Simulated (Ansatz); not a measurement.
**KCl: state-averaged CASSCF**

Computed with Ansatz's Gaussian-basis code (development build). State-averaged CASSCF with equal weights; occupations are averaged over the states; levels count from the state that is lowest in CASSCF. A minimal or small basis: far from the basis limit. No symmetry is imposed, so a solution can break that of the shape. The lowest solution met needn't be the lowest there is, nor hold the orbitals that a chemist would pick. The average may hold one member of a degenerate pair alone.

Geometry: bond length 4.0005 Å. A bond is stretched, to 1.31 times the sum of the covalent radii.

Basis def2-SVP, nonrelativistic, 14 orbitals frozen in the corrections; active space CAS(6,7). Averaged: 2 singlets.

CASSCF levels: singlet 0.00, singlet 1.90 eV.

How does SC-NEVPT2 move them?

singlet 0.00, singlet 2.20 eV, in the same order of listing. The lowest state stays.
